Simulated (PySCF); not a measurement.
**Structure elucidation problem**

Molecular formula: C6H10O2. Simulated spectra:

¹H NMR (300 MHz, computed): δ 3.60 (s, 3H), 3.11 (m, 1H), 2.18 (m, 1H), 1.72 (m, 1H), 1.63 (m, 1H), 1.51 (m, 1H), 1.48 (m, 1H), 1.44 (m, 1H).

¹³C{¹H} NMR (computed): δ 90.0 (C), 62.9 (CH), 55.8 (CH3), 29.3 (CH2), 28.8 (CH2), 23.5 (CH2).

Computed data (PySCF 2.14.0 with density-fitted response routines): PBE0/pcSseg-1 with gauge-including orbitals, GFN2-xTB structure. Isolated molecule, single conformer, non-relativistic Hamiltonian, rapidly exchanging positions averaged.

Chemical shifts δ = σref − σ; ¹H (σref 31.72) and ¹³C (σref 186.93) against TMS, all at this level.

Question: Choose the structure that fits.
A. CO[C@@]12CCC[C@@H]1O2
B. C=C/C=C/OCOC
C. CC(C)COC=C=O

Answer: A. 

- Rings plus π bonds: 2 (2 rings in the answer).
- 6 carbon signals for 6 carbons: no two carbons are equivalent.
- Carbon types of the structure: 1 × C, 1 × CH, 3 × CH2, 1 × CH3, which accounts for all hydrogens.
- δC 90.0, 62.9: epoxide ring carbon.
- δC 55.8: methyl carbon bonded to O; the inductive effect lowers its shielding.
- δC 29.3, 28.8, 23.5: sp3 CH2 in a ring; aliphatic region, no heteroatom directly attached.
- δH 3.60: hydrogen on a methyl carbon bonded to O; its carbon carries O, which withdraws density.
- δH 3.11: hydrogen on an epoxide ring carbon; its carbon carries O, hence the downfield position.

The others: CC(C)COC=C=O would give 5 carbon signals, not 6; C=C/C=C/OCOC would give 7 signals for carbon-bound and other non-exchanging H, not 8.

Shifts are as computed. Against solution values, carbons near 30 ppm lie about +3 ppm off and those near 130 ppm about +5 ppm. Of 1211 compounds with measured shifts, 218 miss one by over three times the rms of a fit or turn the order of signals round; such compounds aren't used in these exercises. Multiplicities follow the n + 1 count of equivalent neighbours, as no J values were calculated; m marks all less simple cases, F and P coupling included.
